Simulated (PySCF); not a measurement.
O₂Si, charge -1, doublet, geometry from GFN2-xTB (a state made from the parent by changing its charge; the spin is typed, not shown lowest) (a gas-phase anion, which may not be bound at this level); CAMB3LYP/6-31G (PySCF).

PySCF was given this input:
```python
from pyscf import gto, scf, dft

mol = gto.M(
    atom='''
O     1.42427737   -0.24577043    0.00533465
Si   -0.01222762    0.33847329    0.01337146
O    -1.40287903   -0.34655783   -0.02873470
''',
    basis='6-31g',
    charge=-1,
    spin=1,
    verbose=4,
)

mf = dft.ROKS(mol)
mf.xc = 'camb3lyp'
mf.kernel()
```

It wrote (shortened):

```
PySCF version 2.14.0

[INPUT] verbose = 4
[INPUT] num. atoms = 3
[INPUT] num. electrons = 31
[INPUT] charge = -1
[INPUT] spin (= nelec alpha-beta = 2S) = 1
[INPUT] symmetry False subgroup None
[INPUT] Mole.unit = angstrom
[INPUT] Symbol           X                Y                Z      unit          X                Y                Z       unit  Magmom
[INPUT]  1 O      1.424277370000  -0.245770430000   0.005334650000 AA    2.691494154716  -0.464438802217   0.010081027470 Bohr   0.0
[INPUT]  2 Si    -0.012227620000   0.338473290000   0.013371460000 AA   -0.023106852955   0.639621818580   0.025268397286 Bohr   0.0
[INPUT]  3 O     -1.402879030000  -0.346557830000  -0.028734700000 AA   -2.651057152595  -0.654899385024  -0.054300713272 Bohr   0.0

nuclear repulsion = 88.4064705655931
number of shells = 17
number of NR pGTOs = 90
number of NR cGTOs = 31
basis = 6-31g
ecp = {}

******** <class 'pyscf.dft.roks.ROKS'> ********
method = ROKS
initial guess = minao
damping factor = 0
level_shift factor = 0
DIIS = <class 'pyscf.scf.diis.CDIIS'>
diis_start_cycle = 1
diis_space = 8
diis_damp = 0
SCF conv_tol = 1e-09
SCF conv_tol_grad = None
SCF max_cycles = 50
direct_scf = True
direct_scf_tol = 1e-13
num. doubly occ = 15  num. singly occ = 1
XC library pyscf.dft.libxc version 7.1.2
    S. Lehtola, C. Steigemann, M. J. T. Oliveira, and M. A. L. Marques,  SoftwareX 7, 1–5 (2018)
XC functionals = camb3lyp
    T. Yanai, D. P. Tew, and N. C. Handy,  Chem. Phys. Lett. 393, 51 (2004)
radial grids:
    Treutler-Ahlrichs [JCP 102, 346 (1995); DOI:10.1063/1.469408] (M4) radial grids

becke partition: Becke, JCP 88, 2547 (1988); DOI:10.1063/1.454033
pruning grids: <function nwchem_prune>
grids dens level: 3
symmetrized grids: False
atomic radii adjust function: <function treutler_atomic_radii_adjust>
small_rho_cutoff = 0
Set gradient conv threshold to 3.16228e-05
tot grids = 47344
init E= -439.924057869401
  HOMO = -0.211159229665436  LUMO = -0.0397805855944977  gap/eV = 4.66345
cycle= 1 E= -439.431364631862  delta_E= 0.493  |g|= 1.28  |ddm|= 1.61
  HOMO = 0.172424121762316  LUMO = 0.33050989861516  gap/eV = 4.30173
cycle= 2 E= -438.671841587069  delta_E= 0.76  |g|=  2.2  |ddm|= 2.27
  HOMO = 0.0427749041002161  LUMO = 0.2401168514097  gap/eV = 5.36995
cycle= 3 E= -439.81522543641  delta_E= -1.14  |g|= 0.0339  |ddm|= 1.58
  HOMO = 0.0472176917995411  LUMO = 0.243619228303579  gap/eV = 5.34436
cycle= 4 E= -439.815792863488  delta_E= -0.000567  |g|= 0.0213  |ddm|= 0.0618
  HOMO = 0.0504475577624512  LUMO = 0.245911659089882  gap/eV = 5.31885
cycle= 5 E= -439.815917767559  delta_E= -0.000125  |g|= 0.00396  |ddm|= 0.0242
  HOMO = 0.0494921491297462  LUMO = 0.245270393084165  gap/eV = 5.32740
cycle= 6 E= -439.815921896783  delta_E= -4.13e-06  |g|= 0.000273  |ddm|= 0.00375
  HOMO = 0.0494529106052894  LUMO = 0.245271383788997  gap/eV = 5.32849
cycle= 7 E= -439.815921937633  delta_E= -4.08e-08  |g|= 0.000362  |ddm|= 0.00069
  HOMO = 0.0494562668229479  LUMO = 0.245275547432925  gap/eV = 5.32851
cycle= 8 E= -439.81592196542  delta_E= -2.78e-08  |g|= 0.000106  |ddm|= 0.000237
  HOMO = 0.0494677659135578  LUMO = 0.245285462333547  gap/eV = 5.32847
cycle= 9 E= -439.815921968829  delta_E= -3.41e-09  |g|= 1.07e-05  |ddm|= 9.55e-05
  HOMO = 0.0494670149180945  LUMO = 0.245285251347045  gap/eV = 5.32849
cycle= 10 E= -439.815921968903  delta_E= -7.37e-11  |g|= 1.95e-06  |ddm|= 2.21e-05
  HOMO = 0.0494671118255092  LUMO = 0.245285408393667  gap/eV = 5.32849
Extra cycle  E= -439.815921968907  delta_E= -3.52e-12  |g|= 2.39e-06  |ddm|= 4.6e-06
converged SCF energy = -439.815921968907
```
